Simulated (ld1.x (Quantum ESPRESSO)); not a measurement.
## Which change was made? (Zr, RRKJ)

ld1.x (Quantum ESPRESSO) 7.5 input, shortened:

```
&input
   title='Zr', zed=40., rel=2, dft='PZ', iswitch=3,
   config='[Kr] 4d2 5s1.75 5p0.25', rel_dist='average'
 /
 &inputp
   pseudotype=2, tm=.false., lloc=-2, rcloc=1.45,
   nlcc=.false.
 /
3
4S  1  0   2.00   0.00  2.10  2.10  0.0
4P  2  1   6.00   0.00  1.85  1.85  0.0
4D  3  2   2.00   0.00  2.00  2.00  0.0
 &test
   configts(1)='4s2 4p6 4d2 5s1.75 5p0.25'
 /
```

Open shells are filled in proportion to 2j + 1 (rel_dist='average').

Occupied shells without a wave of their own: 5p, 5s. They enter only through the test configuration that unscreens the potential.

Cutoffs, loose and tight: the cutoffs (Ry, on a coarse ladder) from which the occupation-weighted sum of valence levels, in a spherical-Bessel basis at the reference potential, stays within 10 and 1 mRy of its value at 400 Ry. They do not see the model core or the augmentation charge, which bear on the density cutoff. Test errors are all-electron minus pseudo excitation energies from the reference, over the configurations 4s2 4p6 4d2 5s2 5p0; 4s2 4p6 4d2 5s1 5p0; 4s2 4p6 4d2 5s0 5p0; 4s2 4p6 4d3 5s1 5p0; 4s2 4p6 4d1 5s0 5p0; 4s2 4p5 4d2 5s2 5p0; 4s2 4p6 4d2.5 5s1.5 5p0; variants that change the core or the reference have their own tests.

The base gives: outcome: generated, misses its reference levels by 0.53 eV; bound ghosts: not determined; largest test error (meV): -2289.

Question: After one change the result is: outcome: generated, misses its reference levels by 1.95 eV; bound ghosts: none; largest test error (meV): -7714. Which change was it?
A. all radii scaled by about 1.27 (s 2.66, p 2.34, d 2.54 bohr); local potential all-electron potential smoothed inside 1.84 bohr (lloc = -2)
B. all radii scaled by about 0.76 (s 1.60, p 1.42, d 1.52 bohr); local potential all-electron potential smoothed inside 1.10 bohr (lloc = -2)
C. all radii scaled by about 1.39 (s 2.92, p 2.56, d 2.78 bohr); local potential all-electron potential smoothed inside 2.02 bohr (lloc = -2)
D. all radii scaled by about 0.87 (s 1.84, p 1.62, d 1.74 bohr); local potential all-electron potential smoothed inside 1.26 bohr (lloc = -2)
E. all radii scaled by about 1.12 (s 2.34, p 2.06, d 2.24 bohr); local potential all-electron potential smoothed inside 1.62 bohr (lloc = -2)

Answer: A. The others give: all radii scaled by about 0.87 (s 1.84, p 1.62, d 1.74 bohr); local potential all-electron potential smoothed inside 1.26 bohr (lloc = -2) → outcome: generated, misses its reference levels by 0.33 eV; bound ghosts: not determined; largest test error (meV): -1427 | all radii scaled by about 0.76 (s 1.60, p 1.42, d 1.52 bohr); local potential all-electron potential smoothed inside 1.10 bohr (lloc = -2) → outcome: generated; bound ghosts: not determined; largest test error (meV): -597 | all radii scaled by about 1.39 (s 2.92, p 2.56, d 2.78 bohr); local potential all-electron potential smoothed inside 2.02 bohr (lloc = -2) → outcome: generated, misses its reference levels by 0.76 eV; cutoff, loose: 21 Ry; cutoff, tight: 25 Ry; bound ghosts: none; largest test error (meV): -3015 | all radii scaled by about 1.12 (s 2.34, p 2.06, d 2.24 bohr); local potential all-electron potential smoothed inside 1.62 bohr (lloc = -2) → outcome: generated, misses its reference levels by 0.49 eV; bound ghosts: none; largest test error (meV): -2161.
